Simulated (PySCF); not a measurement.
F3Sc, charge -1, multiplicity 2. Atoms are numbered in the order given.

```xyz
4

Sc     0.0000     0.0000     0.0000
F      1.9245     0.0000     0.0000
F     -0.9623     1.6667     0.0000
F     -0.9623    -1.6667     0.0000
```
Charge -1, spin multiplicity 2.

Geometry optimised at B3LYP-D3(BJ)/def2-SVPD. A frequency run showed that this geometry is not a minimum. The spin state was assumed, not searched.

The numbers are results of B3LYP-D3(BJ)/def2-SVPD in PySCF 2.14.0, not measurements.

Frequencies are harmonic and unscaled.

Modes within 1.5 cm⁻¹ of each other (mostly degenerate sets) share a row, with their intensities summed.

| mode | ν (cm⁻¹) | IR (km/mol) | moving atoms (share of kinetic energy) |
|---|---|---|---|
| 1 | 82i | 30.5 | Sc 56 %, F 44 % |
| 2–3 | 142 | 6.7 | F 86 %, Sc 14 % |
| 4 | 495 | 0.0 | F 100 % |
| 5–6 | 601 | 309.9 | F 58 %, Sc 42 % |
